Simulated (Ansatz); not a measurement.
`[NH2][GeH]([F])[SiH3]`. Charge 0, multiplicity 1. All single points use the PBE0-D4/def2-TZVP geometry. It is one conformer, not always the lowest.

```xyz
10

N     1.149   -1.254    0.772
Ge   -0.464   -0.698    0.142
F    -0.862   -1.523   -1.363
Si   -0.377    1.619   -0.406
H     1.199   -2.213    1.083
H     1.950   -1.041    0.196
H    -1.535   -1.178    1.134
H     0.839    1.872   -1.220
H    -0.312    2.423    0.842
H    -1.587    1.994   -1.179
```

Task: What is the dipole moment at ωB97M-V/def2-TZVPP? (Estimate.)

Result: The calculation gave: 1.65 D, with components (1.00, 0.67, 1.14) D in this frame, pointing from negative to positive charge.

Task: And with PBE, r2SCAN, B3LYP? (Best estimate.)

Result: The calculation gave: PBE 1.62 D, r2SCAN 1.65 D, B3LYP 1.68 D.

Task: Give the Mulliken charges with ωB97M-V, r2SCAN, B3LYP in def2-TZVPP. (Estimate.)

Result: Ansatz gave: 
| atom | ωB97M-V | r2SCAN | B3LYP |
| --- | --- | --- | --- |
| N1 | -0.37 | -0.44 | -0.40 |
| Ge2 | 0.51 | 0.58 | 0.57 |
| F3 | -0.40 | -0.40 | -0.41 |
| Si4 | 0.04 | 0.13 | 0.12 |
| H5 | 0.12 | 0.15 | 0.14 |
| H6 | 0.11 | 0.15 | 0.13 |
| H7 | 0.00 | -0.03 | -0.03 |
| H8 | -0.01 | -0.05 | -0.05 |
| H9 | -0.01 | -0.05 | -0.04 |
| H10 | 0.00 | -0.05 | -0.04 |

B3LYP here is the variant with VWN-RPA as its local correlation; programs differ in this.
